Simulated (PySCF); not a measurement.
Hf(Cl)4(NH3) (Cl4H3HfN), SMILES [Cl][Hf](<-[NH3])([Cl])([Cl])[Cl], multiplicity 1. The structure is a stationary point at PBE-D3(BJ)/def2-SVP. The multiplicity is an assumed one; other spin states were not compared. The def2 effective core potentials stand for the cores of Hf; spin–orbit coupling is left out.

Computed equilibrium geometry at PBE-D3(BJ)/def2-SVP (PySCF confirms it by a frequency run) as bond lengths and angles, and its point group:
point group C3v.
Atoms: Hf1 Cl2 Cl3 Cl4 Cl5 N6 H7 H8 H9. Bonded distances (Å): Hf1–Cl2 2.373, Hf1–Cl3 2.361, Hf1–Cl4 2.373, Hf1–Cl5 2.373, Hf1–N6 2.434, N6–H7 1.031, N6–H8 1.031, N6–H9 1.031. Bond angles (°): Cl2–Hf1–Cl3 98.9, Cl2–Hf1–Cl4 117.7, Cl2–Hf1–Cl5 117.7, Cl2–Hf1–N6 81.1, Cl3–Hf1–Cl4 98.9, Cl3–Hf1–Cl5 98.9, Cl3–Hf1–N6 180.0, Cl4–Hf1–Cl5 117.7, Cl4–Hf1–N6 81.1, Cl5–Hf1–N6 81.1, Hf1–N6–H7 112.3, Hf1–N6–H8 112.3, Hf1–N6–H9 112.3, H7–N6–H8 106.5, H7–N6–H9 106.5, H8–N6–H9 106.5.
Charge 0, spin multiplicity 1.
